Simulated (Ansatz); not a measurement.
Geometry optimisation, RKS r2SCAN-D4/def2-SVP in Ansatz 0.2.0.

The input (input.yaml):

```yaml
crystal:
  periodic: [false, false, false]
  atoms:
    - { symbol: Ga, position_ang: [-0.048256, -0.22992, 0.05399] }
    - { symbol: O, position_ang: [-0.00032, -0.333716, 1.84275] }
    - { symbol: H, position_ang: [-0.867119, -0.389329, 2.265341] }
    - { symbol: H, position_ang: [1.3615, -0.212351, -0.591694] }
    - { symbol: H, position_ang: [-1.446509, -0.196814, -0.637725] }
    - { symbol: H, position_ang: [0.128091, 2.400609, 0.905549] }
    - { symbol: H, position_ang: [0.111714, 1.824121, 1.336689] }
basis:
  gaussian: { orbitals: def2-SVP }
hamiltonian:
  xc: r2scan
  dispersion: d4
relax:
  f_tol: 0.03
  max_steps: 50
```

Run as:

```bash
$ ansatz run input.yaml --threads 1 --pin off --max-ram 2048MiB --backend cpu --events-out ev --progress --plain --runs-dir out
```

Where does it end, and by what steps?

The forces met the threshold. The force dipped under the threshold on the way, but the program's further checks kept it going. After 14 steps the energy has fallen by 0.093 eV; H3 moved furthest, 0.35 Å.

```csv
step,energy less start (eV),largest force component (eV/Å),accepted
0,0.0000,1.461,yes
1,-0.0686,0.399,yes
2,-0.0719,0.895,yes
3,-0.0662,0.607,no
4,-0.0838,0.157,yes
5,-0.0837,0.245,no
6,-0.0865,0.126,yes
7,-0.0890,0.029,yes
8,-0.0886,0.211,no
9,-0.0902,0.043,yes
10,-0.0912,0.045,yes
11,-0.0922,0.073,yes
12,-0.0925,0.071,yes
13,-0.0927,0.045,yes
14,-0.0928,0.013,yes
```

```xyz
7
Properties=species:S:1:pos:R:3
Ga -0.046 -0.187 0.166
O -0.030 -0.667 1.892
H -0.907 -0.736 2.290
H 1.373 -0.140 -0.462
H -1.428 0.053 -0.520
H 0.086 2.436 0.565
H 0.192 2.104 1.242
```

Whether the end is a true minimum wasn't checked by a vibrational analysis.

The run took 46 s on 1 thread of Arm Neoverse V1 (shared host), peak memory 0.12 GiB.
